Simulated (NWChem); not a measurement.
Species: Mg

Results from NWChem. Pople sets run with spherical d functions. Ions are spin-unrestricted doublets at the neutral geometry; other ion states weren't tried.

```json
[
 {"level": "B3LYP/6-31+G*", "vertical ionisation energy, ΔSCF (eV)": "7.75", "−ε(HOMO) (eV)": "5.31", "ΔSCF minus −ε(HOMO) (eV)": "2.44"},
 {"level": "PBE/6-31+G*", "vertical ionisation energy, ΔSCF (eV)": "7.65", "−ε(HOMO) (eV)": "4.72", "ΔSCF minus −ε(HOMO) (eV)": "2.93"},
 {"level": "Hartree-Fock/6-31+G*", "vertical ionisation energy, ΔSCF (eV)": "6.62", "−ε(HOMO) (eV)": "6.88", "ΔSCF minus −ε(HOMO) (eV)": "-0.26"},
 {"level": "PBE0/6-31+G*", "vertical ionisation energy, ΔSCF (eV)": "___", "−ε(HOMO) (eV)": "___", "ΔSCF minus −ε(HOMO) (eV)": "___"},
 {"level": "LDA (Slater exchange, VWN5)/6-31+G*", "vertical ionisation energy, ΔSCF (eV)": "7.74", "−ε(HOMO) (eV)": "4.79", "ΔSCF minus −ε(HOMO) (eV)": "2.95"}
]
```

Q: Some entries are withheld; supply them.

A: 
- PBE0/6-31+G*, vertical ionisation energy, ΔSCF (eV): 7.57
- PBE0/6-31+G*, −ε(HOMO) (eV): 5.44
- PBE0/6-31+G*, ΔSCF minus −ε(HOMO) (eV): 2.13
